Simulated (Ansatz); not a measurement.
`C[O][Sn][Br]`, relaxed with RKS PBE-D4/def2-SVP in Ansatz 0.2.0 from a rough embedded geometry. The force threshold is 0.03 eV/Å; the program also tests the step.

Charge 0, multiplicity 1. Sn takes the def2 core potential.

Start:

```xyz
7

C    -0.707   -0.188    0.517
O     0.561   -0.082    0.983
Sn    1.562    1.038   -0.334
Br    1.929   -0.253   -2.439
H    -1.204    0.877    0.470
H    -0.812   -0.633   -0.453
H    -1.329   -0.759    1.256
```

```tsv
step	energy (eV)	largest force (eV/Å)	largest move (Å)
1	-78987.0214	2.732	0.000
2	-78987.3597	1.069	0.195
3	-78987.4622	0.629	0.120
4	-78987.5704	0.696	0.192
5	-78987.6493	0.978	0.194
6	-78987.7734	0.212	0.200
7	-78987.7822	0.112	0.060
8	-78987.7855	0.036	0.056
9	-78987.7862	0.018	0.023
```

End:

```xyz
7

C    -0.774   -0.122    0.470
O     0.426    0.492    0.878
Sn    2.163    0.792   -0.097
Br    1.557   -0.290   -2.366
H    -1.602    0.625    0.459
H    -0.714   -0.582   -0.543
H    -1.057   -0.915    1.198
```

Hardware: 4 threads of a server CPU on a shared host. Wall time 9.5 s, peak host memory 0.17 GiB.
